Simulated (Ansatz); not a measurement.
Input file for CH8FNOSi2, SMILES `C[SiH](F)N[SiH2]O`:

```yaml
crystal:
  periodic: [false, false, false]
  atoms:
    - {symbol: C, position_ang: [0.703149, 2.183678, -0.991302]}
    - {symbol: Si, position_ang: [0.054038, 0.990669, 0.266915]}
    - {symbol: F, position_ang: [-1.331660, 1.593991, 0.812262]}
    - {symbol: N, position_ang: [-0.186424, -0.568664, -0.402594]}
    - {symbol: Si, position_ang: [-0.056611, -2.094702, 0.394203]}
    - {symbol: O, position_ang: [-1.052864, -2.225158, 1.693713]}
    - {symbol: H, position_ang: [0.796929, 3.184626, -0.564260]}
    - {symbol: H, position_ang: [0.030486, 2.249739, -1.850921]}
    - {symbol: H, position_ang: [1.685747, 1.868998, -1.350147]}
    - {symbol: H, position_ang: [0.930721, 0.826403, 1.449408]}
    - {symbol: H, position_ang: [-0.532690, -0.609467, -1.350864]}
    - {symbol: H, position_ang: [-0.355473, -3.110589, -0.650564]}
    - {symbol: H, position_ang: [1.289434, -2.297070, 0.972031]}
    - {symbol: H, position_ang: [-1.974771, -1.992445, 1.572142]}
basis:
  gaussian: {orbitals: def2-TZVPP}
correlation: {method: ccsd_t}
```

```sh
$ ansatz run in.yaml --threads 2 --pin off --events-out ev --progress --plain --max-ram 22528MiB --backend cuda --devices 0, --max-vram 18GiB
```

Output of Ansatz, abridged:

```
Functional definition: HF
1881 factors; integrals over basis functions are off by at most 1.0e-3 eV
mean field evaluation 1: about -23109.3613 eV, gradient 5.6e1 eV
mean field evaluation 2: about -23109.6508 eV, gradient 5.7e1 eV
mean field evaluation 4: about -23115.8138 eV, gradient 4.4e0 eV
mean field evaluation 8: about -23115.8966 eV, gradient 2.9e-1 eV
mean field -23115.89691233 eV, -849.4935430104 hartree, gradient 3.9e-6 eV, S^2 0.000000; 0 other end points of the search recorded, 0 dependent functions left out
14 core orbitals not correlated: weight in the atoms' cores, before any rotation towards them, 1.000 or more for the frozen orbitals, at most 0.000 for the correlated occupied ones
reference -23115.89691233 eV, -849.4935430104 hartree; 19, 19 occupied and 287, 287 virtual orbitals, 1881 factors
second order -30.50769416 eV of doubles, -0.00000000 eV of singles
cycle   1  -30.94501991 eV  change   -4.4e-1 eV  update   1.1e-1
cycle   2  -31.62459304 eV  change   -6.8e-1 eV  update   3.2e-2
cycle   3  -31.77548906 eV  change   -1.5e-1 eV  update   1.6e-2
cycle   4  -31.76049798 eV  change    1.5e-2 eV  update   3.3e-3
cycle   5  -31.75891230 eV  change    1.6e-3 eV  update   1.5e-3
cycle   6  -31.75965932 eV  change   -7.5e-4 eV  update   4.3e-4
cycle   7  -31.75942692 eV  change    2.3e-4 eV  update   1.6e-4
cycle   8  -31.75935275 eV  change    7.4e-5 eV  update   4.9e-5
cycle   9  -31.75937023 eV  change   -1.7e-5 eV  update   1.9e-5
perturbative correction -1.09496360 eV, -0.0402391702 hartree
Total energy: -23148.75124616 eV, -850.7009175092 hartree
```

It took 7 s on 2 threads of an AMD EPYC 7R13 on a shared host and a share of an NVIDIA H100 80 GB, with 0.88 GiB of host memory at the peak.

MP2 recovers 92.9 % of the CCSD(T) correlation energy and the triples give 3.3 %; T1 = 0.0111.
